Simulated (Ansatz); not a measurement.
# Ligand exchange: C2H5BrMg + CH4O → C2H6MgO + CH3Br

Gas-phase species: C2H5BrMg `C[CH2][Mg][Br]`, singlet; CH4O (methanol) `CO`, singlet; C2H6MgO `C[CH2][Mg][OH]`, singlet; CH3Br `CBr`, singlet. The partners trade Br for OH: Mg–Br and C–OH bonds give way to Mg–OH and C–Br.

Shapes, held fixed at every level: PBE0-D4/def2-TZVP. Programs: Ansatz 0.2.0. The zero-point and thermal change to 298 K, harmonic and unscaled (PBE0-D4/def2-TZVP), is -6.8 kJ/mol.

Q: Estimate ΔH(298 K) of this reaction.

A: The highest level, CCSD(T)/def2-TZVPP, gives ΔH(298 K) = +45.4 kJ/mol; the levels span +44.4 to +61.8. The column of differences is taken from that level and isn't an error. No measured value is set beside it here. Relativity is left out for Br. Outer-core shells of Br, Mg are correlated, in sets that cover them unevenly. Sets without diffuse functions underbind ionic bonds of s-block metals.

```
                level                    kind  ΔH(298 K) (kJ/mol)  less CCSD(T)/def2-TZVPP
  B3LYP-D4/def2-TZVPP           global hybrid               +45.5                     +0.1
  BHLYP-D4/def2-TZVPP           global hybrid               +55.6                    +10.2
r2SCAN0-D4/def2-TZVPP           global hybrid               +55.4                    +10.0
   wB97X-V/def2-TZVPP  range-separated hybrid               +50.6                     +5.2
    B2PLYP/def2-TZVPP           double hybrid               +44.4                     -1.0
     CCSD(T)/def2-SVP   coupled cluster or CI               +61.8                    +16.4
      CCSD/def2-TZVPP   coupled cluster or CI               +47.9                     +2.5
   CCSD(T)/def2-TZVPP   coupled cluster or CI               +45.4                      0.0
```
